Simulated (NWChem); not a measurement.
A series in which one site is exchanged, each optimised at B3LYP/6-31G* with NWChem, gas phase unless a solvent is named. Pople sets run with spherical d functions. This build's default masses of Se (78.918 u) and Br (79.917 u) are each other's, which moves their modes by up to 0.6 %.

A: C=C=CF (C3H3F; site = H)
B: C(=C=CBr)F (C3H2BrF; site = Br)
C: FC=C=CCl (C₃H₂ClF; site = Cl)
D: FC=C=CF (C$_{3}$H$_{2}$F$_{2}$; site = F)

### Question
Rank them by orbital gap (eV), B3LYP/6-31G*, lowest first.

### Answer
B (6.11), A (6.50), C (6.74), D (7.22)
